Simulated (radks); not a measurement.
Results of a calculation; reference values are marked as such.
Task: The tin ion Sn2+, [Kr] 4d10 5s2. Code: a radial shooting solver on a logarithmic mesh with Libxc functionals. Model: non-relativistic Kohn-Sham, PBE, spin-polarised, spherical densities, point nucleus. Every spin shell is full or empty, so the densities are truly spherical. Functionals are evaluated on that one density, not self-consistently. Rank these orbital-free kinetic functionals by their error against the exact value of the orbitals, and give that value: Thomas-Fermi, von Weizsacker, TF + vW, TF + vW/9, TF + vW/5, LC94, APBEK, revAPBEK, Perdew 92, Thakkar, Pearson, LKT, PG1, DePristo-Kress, Ernzerhof.

Result: Exact: 6021.76 hartree. From best to worst, with 100 (|E| - |E exact|)/|E exact| (equal figures are ties): LC94 +0.08, DePristo-Kress -0.09, APBEK +0.13, revAPBEK +0.31, Ernzerhof -0.39, Thakkar -0.56, Perdew 92 -0.66, TF + vW/9 -0.67, Pearson -0.91, TF + vW/5 +3.03, Thomas-Fermi -5.29, PG1 +15.09, LKT +19.20, TF + vW +36.28, von Weizsacker -58.43.
